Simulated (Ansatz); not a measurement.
Geometry optimisation of Pb₃⁻.

```yaml
crystal:
  periodic: [false, false, false]
  atoms:
    - {symbol: Pb, position_ang: [-0.740490, 1.855510, 1.113510]}
    - {symbol: Pb, position_ang: [0.803830, 0.383730, -0.692500]}
    - {symbol: Pb, position_ang: [-0.063340, -2.239230, -0.421010]}
basis:
  gaussian: {orbitals: def2-SVPD}
total_charge: -1
magnetization: {spin_polarized: true, initial_magnetization: 1}
hamiltonian: {xc: pbe0, dispersion: d4}
scf: {omitted_lower_state_checks: [starts]}
output: {orbitals: {seedname: orbitals}}
relax: {f_tol: 0.02, max_steps: 100}
```

```sh
$ ansatz run in.yaml --threads 4 --pin off --events-out ev --progress --plain --max-ram 3916MiB
```

Output, abridged:

```
Functional definition: PBE0
  name "PBE0"
  cite "Adamo & Barone, J. Chem. Phys. 110, 6158 (1999) doi:10.1063/1.478522"
  cite "Perdew, Burke & Ernzerhof, Phys. Rev. Lett. 77, 3865 (1996) doi:10.1103/PhysRevLett.77.3865"
  parent pbe
  parameter a = 0.25
  parameter kappa = 0.804
  parameter beta = 0.06672455060314922
  exchange = (1 - a)*pbe_x(kappa = kappa, mu = beta*pi^2/3) + a*exact_x
  correlation = pbe_c(beta = beta)
these checks for a lower state are left out or cut short: starts
mean field -15747.34410771 eV, -578.7042220251 hartree, gradient 8.2e-6 eV, S^2 0.863935; 0 other end points of the search recorded, 0 dependent functions left out
the calculation of the forces begins
relax step   1: F+E_penalty+E_count = -15747.46643281 eV  Δ(F+E_penalty+E_count) = +0.000e0 eV  max|allowed force component| = 2.065e-1 eV/Å  Δτ_max = 0.0000 Å  (58 SCF iters, accepted)
these checks for a lower state are left out or cut short: starts, cluster_reference, orbital_swaps, neighbouring_geometries, increment
mean field -15747.35858989 eV, -578.7047542354 hartree, gradient 5.5e-6 eV, S^2 0.874228; 0 other end points of the search recorded, 0 dependent functions left out
the calculation of the forces begins
relax step   2: F+E_penalty+E_count = -15747.48164032 eV  Δ(F+E_penalty+E_count) = -1.521e-2 eV  max|allowed force component| = 6.361e-2 eV/Å  Δτ_max = 0.0560 Å  (78 SCF iters, accepted)
these checks for a lower state are left out or cut short: starts, cluster_reference, orbital_swaps, neighbouring_geometries, increment
mean field -15747.58419762 eV, -578.7130451664 hartree, gradient 7.2e-7 eV, S^2 0.890413; 0 other end points of the search recorded, 0 dependent functions left out
the calculation of the forces begins
relax step   3: F+E_penalty+E_count = -15747.71070276 eV  Δ(F+E_penalty+E_count) = -2.291e-1 eV  max|allowed force component| = 6.460e-1 eV/Å  Δτ_max = 0.1995 Å  (247 SCF iters, accepted)
these checks for a lower state are left out or cut short: starts, cluster_reference, orbital_swaps, neighbouring_geometries, increment
mean field -15747.93603705 eV, -578.7259750273 hartree, gradient 5.5e-7 eV, S^2 0.780595; 0 other end points of the search recorded, 0 dependent functions left out
the calculation of the forces begins
relax step   4: F+E_penalty+E_count = -15748.06270240 eV  Δ(F+E_penalty+E_count) = -3.520e-1 eV  max|allowed force component| = 6.980e-1 eV/Å  Δτ_max = 0.1955 Å  (126 SCF iters, accepted)
these checks for a lower state are left out or cut short: starts, cluster_reference, orbital_swaps, neighbouring_geometries, increment
mean field -15748.18105478 eV, -578.7349792628 hartree, gradient 1.2e-5 eV, S^2 0.770932; 0 other end points of the search recorded, 0 dependent functions left out
the calculation of the forces begins
relax step   5: F+E_penalty+E_count = -15748.29752416 eV  Δ(F+E_penalty+E_count) = -2.348e-1 eV  max|allowed force component| = 3.298e-1 eV/Å  Δτ_max = 0.1917 Å  (57 SCF iters, accepted)
these checks for a lower state are left out or cut short: starts, cluster_reference, orbital_swaps, neighbouring_geometries, increment
mean field -15748.21054946 eV, -578.7360631721 hartree, gradient 4.1e-6 eV, S^2 0.768437; 0 other end points of the search recorded, 0 dependent functions left out
the calculation of the forces begins
relax step   6: F+E_penalty+E_count = -15748.32687390 eV  Δ(F+E_penalty+E_count) = -2.935e-2 eV  max|allowed force component| = 2.097e-1 eV/Å  Δτ_max = 0.1191 Å  (75 SCF iters, accepted)
these checks for a lower state are left out or cut short: starts, cluster_reference, orbital_swaps, neighbouring_geometries, increment
mean field -15748.21849204 eV, -578.7363550566 hartree, gradient 6.9e-6 eV, S^2 0.769461; 0 other end points of the search recorded, 0 dependent functions left out
the calculation of the forces begins
relax step   7: F+E_penalty+E_count = -15748.33476606 eV  Δ(F+E_penalty+E_count) = -7.892e-3 eV  max|allowed force component| = 3.199e-2 eV/Å  Δτ_max = 0.0388 Å  (57 SCF iters, accepted)
these checks for a lower state are left out or cut short: starts, cluster_reference, orbital_swaps, neighbouring_geometries, increment
mean field -15748.21859921 eV, -578.7363589951 hartree, gradient 4.8e-6 eV, S^2 0.769178; 0 other end points of the search recorded, 0 dependent functions left out
the calculation of the forces begins
relax step   8: F+E_penalty+E_count = -15748.33488450 eV  Δ(F+E_penalty+E_count) = -1.184e-4 eV  max|allowed force component| = 8.471e-3 eV/Å  Δτ_max = 0.0038 Å  (50 SCF iters, accepted)
these checks for a lower state are left out or cut short: starts
mean field -15748.21859921 eV, -578.7363589951 hartree, gradient 4.8e-6 eV, S^2 0.769178; 0 other end points of the search recorded, 0 dependent functions left out
the calculation of the forces begins
Total energy: -15748.33490915 eV, -578.7406333065 hartree
Atom 0 at    -0.822817     1.157505     1.042621 Å, force    -0.003795     0.000796     0.003831 eV/Å
Atom 1 at     1.167731     0.568665    -1.003585 Å, force     0.008471     0.005869    -0.006905 eV/Å
Atom 2 at    -0.344914    -1.726160    -0.039036 Å, force    -0.004677    -0.006665     0.003075 eV/Å
Dipole moment:    -0.012245    -0.005771     0.010565 e Å
Checks for a lower state left out: starts
```

Hardware: 4 threads of Arm Neoverse V2 on a shared host. Wall time 44 s.

In the def2 sets Pb takes a core potential; there is no spin–orbit coupling. The structure comes from a short search, and lower isomers may exist.
